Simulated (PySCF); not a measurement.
TlCl, SMILES [Cl][Tl].

The structure is a stationary point at B3LYP-D3(BJ)/def2-TZVP. The def2 effective core potentials stand for the cores of Tl; spin–orbit coupling is left out.

The numbers are results of PySCF with TDA-LC-ωPBE/def2-TZVPD, not measurements.

Vertical excitations; the highest root listed may be one member of a degenerate set. Gas-phase values at a fixed geometry. State labels are in the subgroup C2v.

Computed UV-visible absorptions:
```
state  symmetry  energy (eV)  λ (nm)      f                                                                main pairs
-----  --------  -----------  ------  -----  ------------------------------------------------------------------------
S1           B1         4.92     252  0.070                                                HOMO→LUMO (degenerate set)
S2           B2         4.92     252  0.070                                              HOMO→LUMO+1 (degenerate set)
S3           A2         5.82     213  0.000                                      HOMO−2→LUMO+1 47 %, HOMO−1→LUMO 47 %
S4           A2         5.83     213  0.000                               HOMO−1→LUMO, HOMO−2→LUMO+1 (degenerate set)
S5           A1         5.83     213  0.000                               HOMO−2→LUMO, HOMO−1→LUMO+1 (degenerate set)
S6           A1         6.13     202  0.010   HOMO−1→LUMO+1 34 %, HOMO−2→LUMO 34 %, HOMO→LUMO+2 13 %, HOMO→LUMO+3 9 %
S7           B1         7.18     173  0.041             HOMO−2→LUMO+3, HOMO−2→LUMO+2, HOMO−2→LUMO+11 (degenerate set)
S8           B2         7.18     173  0.041             HOMO−1→LUMO+3, HOMO−1→LUMO+2, HOMO−1→LUMO+11 (degenerate set)
S9           A1         7.37     168  1.178  HOMO→LUMO+2 43 %, HOMO→LUMO+3 24 %, HOMO−1→LUMO+1 11 %, HOMO−2→LUMO 11 %
S10          A1         7.43     167  0.001                                        HOMO→LUMO+3 59 %, HOMO→LUMO+2 36 %
T1           B1         4.09     303      0                                                HOMO→LUMO (degenerate set)
T2           B2         4.09     303      0                                              HOMO→LUMO+1 (degenerate set)
T3           A1         5.49     226      0                     HOMO−2→LUMO 38 %, HOMO−1→LUMO+1 38 %, HOMO→LUMO+2 6 %
T4           A2         5.66     219      0                                      HOMO−2→LUMO+1 46 %, HOMO−1→LUMO 46 %
```
Triplets are in the Tamm–Dancoff approximation.
